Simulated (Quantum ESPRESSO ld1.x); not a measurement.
Input file for ld1.x (Quantum ESPRESSO 7.5):

```
 &input
    atom='Ta',
    iswitch=1,
    rel=1,
    dft='RXC-VWN',
    config='[Ne]',
    verbosity='high',
    prefix='ld1',
    max_out_wfc=37,
    file_charge='ld1.rho',
 /
```

Command: `OMP_NUM_THREADS=1 ld1.x < ld1.in > ld1.out`

Output (excerpt):

```
     Program LD1 v.7.5 starts

     --------------------------- All-electron run ----------------------------

     scalar relativistic calculation

     atomic number is 73.00
     dft =RXC-VWN   lsd =0 sic =0 latt =0  beta=0.20 tr2=1.0E-14
     Exchange-correlation= RXC-VWN
                           (   3   2   0   0   0   0   0)
     mesh =2113 r(mesh) = 100.03704 a.u. xmin = -8.00 dx = 0.00800
     1 Ry =  13.60569312 eV, c = 137.03599908

     n l     nl                  e(Ry)          e(Ha)          e(eV)
     1 0     1S 1( 2.00)   -5323.705776518   -2661.852888259 -72432.7070724
     2 0     2S 1( 2.00)   -1226.853670449    -613.426835225 -16692.1945469
     2 1     2P 1( 6.00)   -1127.190040748    -563.595020374 -15336.2017857

     final scf error:  5.1E-16 reached in  14 iterations

     Etot =  -21395.280846 Ry,  -10697.640423 Ha, -291097.625470 eV

     Ekin =   24108.095500 Ry,   12054.047750 Ha,  328007.349147 eV
     Encl =  -46877.353992 Ry,  -23438.676996 Ha, -637798.892833 eV
     Eh   =    1575.460318 Ry,     787.730159 Ha,   21435.229610 eV
     Exc  =    -201.482671 Ry,    -100.741336 Ha,   -2741.311394 eV
```

Run on one thread of a shared host, so times are rough (Intel(R) Xeon(R) Processor @ 2.60GHz): 0.37 s of CPU time, 1.2 s wall, 14 iterations on 2113 mesh points.
